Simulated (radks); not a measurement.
Spherical quantum dot in the effective-mass picture: electrons in a parabolic well V = omega^2 r^2 / 2 with omega = 0.596, all in effective atomic units (hartree* = m*/eps^2 hartree, bohr* = eps/m* bohr), one dielectric constant everywhere. Calculated with a radial shooting solver with Libxc functionals: non-relativistic Kohn-Sham, PBE, spin-polarised, spherical densities. Levels are named by radial order and angular momentum (1s, 1p, 1d, 2s, ...), and open shells are averaged over m.

N = 15, configuration 1s2 1p6 1d(up 5, down 2). This is the lowest configuration that the search found. Occupied and some empty levels:

| level | occupation | eigenvalue (hartree*) | <r> (bohr*) |
|---|---|---|---|
| 1s up | 1 | 5.9834 | 2.206 |
| 1s down | 1 | 6.0051 | 2.150 |
| 1p up | 3 | 6.2488 | 2.720 |
| 1p down | 3 | 6.2838 | 2.695 |
| 1d up | 5 | 6.5581 | 3.075 |
| 1d down | 2 | 6.5986 | 3.068 |
| 2s up | 0 | 6.6459 | 2.616 |
| 2s down | 0 | 6.6664 | 2.639 |
| 1f up | 0 | 6.9056 | 3.357 |
| 1f down | 0 | 6.9475 | 3.361 |
| 2p up | 0 | 7.0389 | 2.966 |
| 2p down | 0 | 7.0616 | 2.975 |

Energy (hartree*): total 61.0540, kinetic 7.1727, external 22.863, Hartree 36.017, exchange-correlation -4.9987.

Electron density:

| r (bohr*) | n(r) (e/bohr*^3) |
|---|---|
| 0.117 | 0.04441 |
| 0.559 | 0.04987 |
| 1.00 | 0.06155 |
| 1.44 | 0.07598 |
| 1.88 | 0.08677 |
| 2.33 | 0.08681 |
| 2.77 | 0.07308 |
| 3.21 | 0.04973 |
| 3.65 | 0.02629 |
| 4.09 | 0.01057 |
| 4.53 | 0.003238 |
| 4.98 | 0.0007582 |
| 5.42 | 0.0001348 |
| 5.86 | 0.00001804 |
